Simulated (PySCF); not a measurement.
**Ionisation energy of Sr by level of theory**

Sr [Kr] 5s2 (1S) → Sr⁺ [Kr] 5s1 (2S), as a difference of total energies. Computed with PySCF 2.14 in x2c-TZVPPall with one added diffuse shell each of s, p, d, f type (9s7p7d3f1g, 95 functions), with scalar relativity by spin-free X2C-1e. Correlated levels: valence: [Kr] frozen. The calculations carry no spin-orbit coupling.

```json
{"method": "UHF", "ionisation energy (eV)": "4.746"}
{"method": "MP2 (valence)", "ionisation energy (eV)": "5.248"}
{"method": "SCS-MP2 (valence)", "ionisation energy (eV)": "5.349"}
{"method": "CCSD (valence)", "ionisation energy (eV)": "5.446"}
```

Errors of the correlated levels include the incompleteness of this basis and the frozen core.

With two correlated electrons CCSD is exact in that space.

Q: Which method comes closest to the reference value, and which is furthest?

A: The reference is 5.695 eV (measured; NIST Atomic Spectra Database, ionization energies). Closest: CCSD (valence) (error -0.249 eV); furthest: UHF (error -0.949 eV).
